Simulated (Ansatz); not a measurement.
Gas-phase electronic energies from Ansatz, PBE0-D4/def2-TZVP geometries. CBS: MP2 limit from def2 TZ/QZ plus the TZ coupled-cluster correction, frozen cores. This one scheme is used for every species. Functionals use def2-TZVPP. B3LYP here is the variant with VWN-RPA as its local correlation; programs differ in this. For As, Ga outer-core shells are correlated without core-valence functions, which leaves a few kJ/mol of doubt a bond. Scalar relativity is left out up to krypton. Each species was taken in one conformer, which may not be the lowest.

`C[SiH](O)[GaH2]` + `[AsH3]` → `[GaH2][AsH2]` + `C[SiH2]O`  (cleavage of the Ga–Si bond)

**Question.** Is it downhill or uphill in electronic energy at CCSD(T)/CBS, and by how much? (Estimate.)

**Answer.** Computed: Downhill: ΔE = -15.3 kcal/mol.

**Question.** What do these levels give: revPBE-D4, r2SCAN0-D4, CAM-B3LYP-D4, B3LYP, CAM-B3LYP, HF/def2-SVP, HF/def2-TZVPP, MP2/def2-TZVPP, HF/def2-QZVPP, SCS-MP2/def2-QZVPP, HF/CBS(def2), CCSD/CBS(def2)? (Estimate.)

**Answer.** Ansatz gave: revPBE-D4 -12.8, r2SCAN0-D4 -15.7, CAM-B3LYP-D4 -14.4, B3LYP -15.1, CAM-B3LYP -14.9, HF/def2-SVP -15.9, HF/def2-TZVPP -17.0, MP2/def2-TZVPP -16.9, HF/def2-QZVPP -17.0, SCS-MP2/def2-QZVPP -16.3, HF/CBS(def2) -17.0, CCSD/CBS(def2) -15.3 kcal/mol.

Largest T1 diagnostic among the species: 0.012.

The D4 term adds +0.8 kcal/mol with B3LYP and +0.5 kcal/mol with PBE0; it sums over pairs of atoms, weighted by their polarisabilities, and B3LYP, whose exchange is more repulsive, gets the larger term. At CCSD(T), def2-SVP lies +0.8 kcal/mol from the extrapolated value and def2-TZVPP +0.2 kcal/mol.
